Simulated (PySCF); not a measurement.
## An isoelectronic set: 47 electrons

PBE0 in PySCF with def2-TZVPP on every atom (core potentials on Sr), for the lowest determinant that a PBE0 search found; no spin–orbit coupling. All have 47 electrons, 9 of them in the valence shells, and the same state, a doublet (σ ↑). For ions De leads to the atom and ion picked by measured ionisation energies and electron affinities.

```tsv
species	difference of nuclear charges	Re (Å)	ωe (cm⁻¹)	k (mdyn/Å)	De (eV)	dissociates to	Mayer bond order
ZnCl	13	2.158	375	1.87	2.34	Zn + Cl	1.01
GaS	15	2.070	469	2.83	3.74	Ga + S	2.02
AlSe	21	2.161	481	2.75	3.80	Al + Se	2.18
SrF	29	2.069	502	2.32	5.44	Sr + F	0.57
```

Spin–orbit coupling is left out. States were picked by a PBE0 search and need not be the measured ground states.
